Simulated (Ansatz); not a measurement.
One geometry of [CuCl4]- (CuCl₄⁻), several levels of theory.

```yaml
crystal:
  periodic: [false, false, false]
  atoms:
    - {symbol: Cu, position_ang: [0.000138, -0.000083, 0.000001]}
    - {symbol: Cl, position_ang: [2.211983, -0.024831, 0.006788]}
    - {symbol: Cl, position_ang: [0.024737, 2.211716, 0.005413]}
    - {symbol: Cl, position_ang: [-2.211644, 0.025066, 0.000907]}
    - {symbol: Cl, position_ang: [-0.025204, -2.211877, -0.013109]}
basis:
  gaussian: {orbitals: STO-3G}
total_charge: -1
hamiltonian: {xc: hf}
scf: {omitted_lower_state_checks: [starts]}
output: {orbitals: {seedname: orbitals}}
```

The file start.molden holds the orbitals of an earlier run on this structure, at another level or in another basis.

```sh
$ ansatz run in.yaml --threads 4 --pin off --events-out ev --progress --plain --max-ram 3916MiB
```

Output, abridged:

```
Functional definition: HF
551 factors; integrals over basis functions are off by at most 2.3e-4 eV
mean field evaluation 1: about -92975.2633 eV, gradient 1.2e2 eV
mean field evaluation 2: about -92975.6337 eV, gradient 1.2e2 eV
mean field evaluation 4: about -93498.4082 eV, gradient 7.9e1 eV
mean field evaluation 8: about -93575.1830 eV, gradient 1.8e1 eV
mean field evaluation 16: about -93578.1765 eV, gradient 8.8e-5 eV
mean field -93577.83300485 eV, -3438.9219335950 hartree, gradient 2.6e-5 eV, S^2 0.000000; 0 other end points of the search recorded, 0 dependent functions left out
reference -93577.83300485 eV, -3438.9219335950 hartree; 49, 49 occupied and 5, 5 virtual orbitals, 551 factors
Total energy: -93577.83300485 eV, -3438.9219335950 hartree
Checks for a lower state left out: starts
```

Hardware: 4 threads of Intel Xeon Platinum 8488C on a shared host. Wall time 0.25 s.

As the first input, with `gaussian: {orbitals: def2-TZVPD, initial_orbitals: start.molden}`, `correlation: {method: mp2, frozen_orbitals: {Cl: 5, Cu: 9}}` and without the key `hamiltonian` (abridged; 14 s):

```
Functional definition: HF
mean field -94616.57388876 eV, -3477.0949569946 hartree, gradient 2.5e-6 eV, S^2 0.000000; unrestricted orbitals would lower it
mean field evaluation 16: about -94617.6756 eV, gradient 3.2e0 eV
mean field evaluation 32: about -94618.2367 eV, gradient 2.0e-3 eV
unrestricted determinant -94618.23674462 eV, -3477.1560658204 hartree, S^2 1.0193
29 core orbitals not correlated: weight in the atoms' cores, before any rotation towards them, 1.000 or more for the frozen orbitals, at most 0.000 for the correlated occupied ones
second order -34.22729621 eV of doubles, -0.00000000 eV of singles
Total energy: -94650.80118497 eV, -3478.3527869303 hartree
Checks for a lower state left out: starts
```

Geometry: r2SCAN-D4/def2-SVPD.

Correlated methods freeze 29 core orbitals. The restricted singlet is unstable towards broken spin symmetry in Hartree–Fock (as tested in another run); at HF/STO-3G this wasn't settled. At MP2/def2-TZVPD the restricted singlet (for correlated methods, its reference) is unstable: a solution with broken spin symmetry lies lower.
